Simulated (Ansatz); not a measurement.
Ansatz results at the PBE0-D4/def2-TZVP geometry: LUMO energy (PBE/def2-TZVPP) -1.98 eV; HOMO–LUMO gap (PBE/def2-TZVPP) 4.72 eV; size of the dipole moment (B3LYP/def2-TZVPP) 0.29 D.

(1) Which molecule gave them?
A. `N[SiH]([AlH2])[SiH3]`
B. `[CH3][AlH][O][SiH3]`
C. `O[Si](O)(O)[O][Al]([F])[Cl]`
D. `[AlH2][N]([SiH3])[SiH3]`

## Answers

(1) D. The others give `N[SiH]([AlH2])[SiH3]`: -2.78, 2.59, 1.47; `O[Si](O)(O)[O][Al]([F])[Cl]`: -1.81, 5.60, 2.15; `[CH3][AlH][O][SiH3]`: -1.48, 5.15, 1.10.

B3LYP here is the variant with VWN-RPA as its local correlation; programs differ in this.
